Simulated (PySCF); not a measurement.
# K (potassium, neutral) across methods

[Ar] 4p1, 2P determinant (an excited configuration). All numbers are calculated (PySCF 2.14, no relativity, point nucleus, in dyall-av3z (25s18p5d2f, 118 functions)).

| method | E (hartree) | mean ε 3p α (eV) | mean ε 3p β (eV) | mean ε 4p α (eV) | Σ⟨r²⟩ (bohr²) | ⟨S²⟩ |
| --- | --- | --- | --- | --- | --- | --- |
| LDA | -598.150 | -20.220 | -20.190 | -1.603 | 67.90 | 0.750 |
| UHF | -599.11313 | -27.452 | -27.405 | -2.603 | 77.34 | 0.750 |
| BLYP | -599.877 | -19.956 | -19.936 | -1.497 | 67.99 | 0.750 |
| PBE | -599.660 | -20.138 | -20.106 | -1.652 | 67.70 | 0.750 |
| PBE0 | -599.704 | -22.232 | -22.197 | -1.960 | 69.12 | 0.750 |
| TPSS | -599.893 | -20.368 | -20.343 | -1.591 | 68.13 | 0.750 |
| r2SCAN0 | -599.835 | -22.652 | -22.624 | -1.886 | 69.80 | 0.750 |

(1) Estimate the same row for r2SCAN.

Answers

(1) E (hartree) = -599.837; mean ε 3p α (eV) = -20.802; mean ε 3p β (eV) = -20.783; mean ε 4p α (eV) = -1.605; Σ⟨r²⟩ (bohr²) = 68.83; ⟨S²⟩ = 0.750.
